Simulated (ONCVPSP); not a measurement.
Ranking ONCV potentials for nickel

All share these settings but for the change named:

ONCVPSP 4.0.1 input, shortened (lines: element, Z, core and valence counts, functional; n l f; lmax; l rc ep ncon nbas qcut; lloc lpopt rc5 dvloc0; l nproj debl; icmod fcfact rcfact), PBE, scalar-relativistic:

```
  Ni 28.00    3    4        4      upf
    1    0    2.00
    2    0    2.00
    2    1    6.00
    3    0    2.00
    3    1    6.00
    3    2    8.00
    4    0    2.00
    2
    0    1.05    0.00    3    8    9.60
    1    0.70    0.00    5    8   12.40
    2    1.65    0.00    3    7    7.70
    4    1    0.65    3.00
    0    2    3.10
    1    2    1.60
    2    2    4.00
    3    4.75    1.25
```

In the p channel the program set the typed energies aside and used -2.623, 0.250 Ha.

Test errors are all-electron minus pseudo excitation energies from the reference, over 3s2 3p6 3d8 4s1; 3s2 3p6 3d8 4s0; 3s2 3p6 3d7 4s0; 3s1 3p6 3d8 4s2. None of these files shows a bound ghost.

The base gives 789.1 meV.

Of 8 variants that were run, those that failed, showed a ghost or another fault, or gave nearly equal values are left out.

A variant can come out equal or close to the base, since the largest error may sit in a test that the change hardly touches while other tests move.

Task: Rank these variants by their largest absolute test error, smallest first.
A. d: qcut 4.7
B. d: qcut 7.6
C. d: qcut 8.5
D. d: qcut 5.5
E. d: qcut 10.7

Result: E (473.5 meV), C (685.7 meV), B (800.0 meV), D (1183.7 meV), A (1338.8 meV).
